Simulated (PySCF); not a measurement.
# MCl for M along group 4

PBE0 with triple-zeta basis sets in PySCF, for the lowest determinant that a PBE0 search found; no spin–orbit coupling. De refers to high-spin ground-configuration atoms. A positive dipole means M(−)Cl(+).

```csv
M,basis,state (unpaired electrons),Re (Å),ωe (cm⁻¹),De (eV),μ (D)
Ti,x2c-TZVPPall,"quartet (σ ↑, π ↑, δ ↑)",2.255,408,n/a,-3.66
Zr,def2-TZVPP,"quartet (σ ↑, δ ↑↑)",2.324,391,n/a,-3.97
Hf,def2-TZVPPD,doublet (δ ↑),2.304,376,n/a,-1.67
```

The shortest bond is that of TiCl (2.255 Å), the longest that of ZrCl (2.324 Å).

The rows differ in basis set, which adds steps of its own.

The state changes along the series, so neighbouring rows are not always alike in their bonding.

De is left out where the level can put another filling of the metal’s s and d shells below the measured ground configuration, by anything from nothing to about 1 eV. Spin–orbit coupling is left out, which matters for elements this heavy, above all for dissociation energies. The state is the lowest single determinant that the PBE0 search found; with open d or f shells the true ground state can be another one.
